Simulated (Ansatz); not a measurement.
Molecular dynamics of Tl$_{12}$F

The input (input.yaml):

```yaml
crystal:
  lattice:
    - [6.92, 0.0, 0.0]
    - [-5.19, 8.989344, 0.0]
    - [0.0, 0.0, 5.53254]
  atoms:
    - { symbol: Tl, position: [0.00552051, -0.00318313, -0.03177147] }
    - { symbol: Tl, position: [0.17974218, 0.22079298, 0.53526757] }
    - { symbol: Tl, position: [0.005204, 0.35556106, -0.01616108] }
    - { symbol: Tl, position: [0.16860702, 0.55185941, 0.4781835] }
    - { symbol: Tl, position: [-0.0073965, 0.67304981, -0.01085212] }
    - { symbol: Tl, position: [0.17610222, 0.88788577, 0.45084597] }
    - { symbol: Tl, position: [0.48790063, 0.0005095, -0.03417082] }
    - { symbol: Tl, position: [0.65917877, 0.22507123, 0.53344081] }
    - { symbol: Tl, position: [0.49043789, 0.33365375, 0.05076086] }
    - { symbol: Tl, position: [0.67311683, 0.549126, 0.50978829] }
    - { symbol: Tl, position: [0.49777736, 0.67051706, 0.01955245] }
    - { symbol: Tl, position: [0.66360204, 0.86890085, 0.51410699] }
    - { symbol: F, position: [0.83622484, 0.1154157, 0.24958656] }
basis:
  ecutwfc: 420.0
kpoints:
  mp_grid: { grid: [2, 2, 3] }
hamiltonian:
  xc: pbe
scf:
  occupations: { method: fermi_dirac, width: 0.05 }
  lower_state_search: "off"
md:
  timestep: 2
  n_steps: 160
  ensemble: nvt_nose_hoover
  temperature: 1500.0
  initial_velocities: maxwell_boltzmann
  seed: 294355
  nose_hoover: { tau: 50.0, chain_length: 3 }
```

Launched with:

```bash
$ ansatz run input.yaml --threads 2 --pin off --max-ram 5120MiB --backend cpu --events-out ev --progress --plain --runs-dir out
```

It starts from a partly relaxed structure (largest force component 0.08 eV/Å).

Output, in part (step lines):

```
md step     0: t =     0.00 fs  T =  1500.0 K  F+E_penalty+E_count = -138137.22528561 eV  E_kin = 2.326680 eV  conserved = -138134.89860563 eV  (9 SCF iters)
md step     1: t =     2.00 fs  T =  1499.7 K  F+E_penalty+E_count = -138137.22489158 eV  E_kin = 2.326291 eV  conserved = -138134.89860027 eV  (8 SCF iters)
md step     2: t =     4.00 fs  T =  1497.3 K  F+E_penalty+E_count = -138137.22110959 eV  E_kin = 2.322519 eV  conserved = -138134.89859341 eV  (8 SCF iters)
md step     3: t =     6.00 fs  T =  1492.8 K  F+E_penalty+E_count = -138137.21402377 eV  E_kin = 2.315458 eV  conserved = -138134.89858564 eV  (8 SCF iters)
md step     4: t =     8.00 fs  T =  1486.2 K  F+E_penalty+E_count = -138137.20373787 eV  E_kin = 2.305236 eV  conserved = -138134.89857692 eV  (8 SCF iters)
md step     5: t =    10.00 fs  T =  1477.6 K  F+E_penalty+E_count = -138137.19037379 eV  E_kin = 2.292004 eV  conserved = -138134.89856830 eV  (4 SCF iters)
md step     6: t =    12.00 fs  T =  1467.3 K  F+E_penalty+E_count = -138137.17407011 eV  E_kin = 2.275944 eV  conserved = -138134.89855902 eV  (3 SCF iters)
md step     7: t =    14.00 fs  T =  1455.2 K  F+E_penalty+E_count = -138137.15498032 eV  E_kin = 2.257260 eV  conserved = -138134.89854736 eV  (3 SCF iters)
[... lines left out ...]
md step   159: t =   318.00 fs  T =  1897.8 K  F+E_penalty+E_count = -138134.61974632 eV  E_kin = 2.943711 eV  conserved = -138134.89811345 eV  (4 SCF iters)
md step   160: t =   320.00 fs  T =  1878.8 K  F+E_penalty+E_count = -138134.59915175 eV  E_kin = 2.914194 eV  conserved = -138134.89807942 eV  (10 SCF iters)
```

The steps, from the saved trajectory:

| time (fs) | T (K) | potential energy less start (eV) | conserved less start (meV/atom) |
| --- | --- | --- | --- |
| 0.0 | 1500 | 0.000 | 0.00 |
| 10.0 | 1478 | 0.035 | 0.00 |
| 20.0 | 1410 | 0.143 | 0.01 |
| 30.0 | 1317 | 0.302 | 0.01 |
| 40.0 | 1219 | 0.489 | 0.02 |
| 50.0 | 1135 | 0.689 | 0.02 |
| 60.0 | 1082 | 0.893 | 0.02 |
| 70.0 | 1076 | 1.096 | 0.02 |
| 80.0 | 1130 | 1.290 | 0.03 |
| 90.0 | 1231 | 1.463 | 0.03 |
| 100.0 | 1337 | 1.602 | 0.03 |
| 110.0 | 1418 | 1.700 | 0.03 |
| 120.0 | 1476 | 1.763 | 0.03 |
| 130.0 | 1529 | 1.794 | 0.03 |
| 140.0 | 1584 | 1.798 | 0.02 |
| 150.0 | 1622 | 1.806 | 0.01 |
| 160.0 | 1620 | 1.858 | 0.01 |
| 170.0 | 1579 | 1.955 | 0.02 |
| 180.0 | 1525 | 2.060 | 0.03 |
| 190.0 | 1501 | 2.115 | 0.03 |
| 200.0 | 1499 | 2.138 | 0.00 |
| 210.0 | 1434 | 2.260 | -0.03 |
| 220.0 | 1279 | 2.533 | 0.04 |
| 230.0 | 1249 | 2.637 | 0.08 |
| 240.0 | 1453 | 2.417 | -0.01 |
| 250.0 | 1644 | 2.264 | -0.01 |
| 260.0 | 1742 | 2.274 | 0.01 |
| 270.0 | 1771 | 2.389 | 0.03 |
| 280.0 | 1782 | 2.516 | 0.05 |
| 290.0 | 1848 | 2.540 | 0.04 |
| 300.0 | 1934 | 2.506 | 0.02 |
| 310.0 | 1949 | 2.534 | 0.03 |
| 320.0 | 1879 | 2.626 | 0.04 |

The run went to its last step. The conserved energy stayed within 0.09 meV per atom of its start (net change 0.041 meV per atom), so the integration is sound. A run of 0.32 ps of so small a system gives no equilibrium averages. Limits of this set-up: coarse k mesh, odd electron count without spin.

Mean squared displacements from the first frame to the last, about the centre of mass: Tl 1.09 Å², F 2.27 Å².

Last frame:

```xyz
13
Lattice="6.9200 0.0000 0.0000 -5.1900 8.9893 0.0000 0.0000 0.0000 5.5325" Properties=species:S:1:pos:R:3
Tl 0.197 -0.068 -0.185
Tl -0.499 2.174 2.431
Tl -2.874 4.153 -0.509
Tl -1.432 5.344 2.382
Tl -4.038 6.719 0.928
Tl -2.586 8.345 3.576
Tl 4.242 -0.807 0.573
Tl 2.812 2.148 2.074
Tl 1.592 2.461 -0.628
Tl 1.518 4.706 2.989
Tl 0.205 4.963 0.050
Tl 0.854 7.744 3.037
F 5.240 1.724 0.041
```

The run took 17 min on 2 threads of Arm Neoverse V2, on a shared host, peak memory 0.86 GiB.
